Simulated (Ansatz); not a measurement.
The same molecule with X = V, Nb, Ta. Ansatz, PBE0-D4/def2-TZVP geometries, multiplicity 1.

Elements past krypton have def2 core potentials. Scalar relativity is left out up to krypton.

```tsv
X	molecule	mean X–Cl bond length / Å	mean X–O bond length / Å	zero-point energy (PBE0-D4/def2-TZVP) / kJ/mol	LUMO energy (PBE0/def2-TZVPP) / eV	HOMO energy (ωB97M-V/def2-TZVPP) / eV
V	`[O]=[V]([Cl])([Cl])[Cl]`	2.127	1.539	21.4	-4.38	-11.80
Ta	`[O]=[Ta]([Cl])([Cl])[Cl]`	2.281	1.701	18.2	-2.76	-12.01
```

Task: Give the row for X = Nb, `[O]=[Nb]([Cl])([Cl])[Cl]`. (An estimate is asked.)

Result: The calculation gave: 
```tsv
X	molecule	mean X–Cl bond length / Å	mean X–O bond length / Å	zero-point energy (PBE0-D4/def2-TZVP) / kJ/mol	LUMO energy (PBE0/def2-TZVPP) / eV	HOMO energy (ωB97M-V/def2-TZVPP) / eV
Nb	`[O]=[Nb]([Cl])([Cl])[Cl]`	2.273	1.675	19.0	-3.29	-12.07
```

From V to Ta the mean X–Cl bond length rises at each step, by 0.154 Å in all; the mean X–O bond length rises at each step, by 0.162 Å in all; the zero-point energy (PBE0-D4/def2-TZVP) falls at each step, by 3.2 kJ/mol in all; the LUMO energy (PBE0/def2-TZVPP) rises at each step, by 1.62 eV in all; the HOMO energy (ωB97M-V/def2-TZVPP) isn't monotonic: highest at V, lowest at Nb.
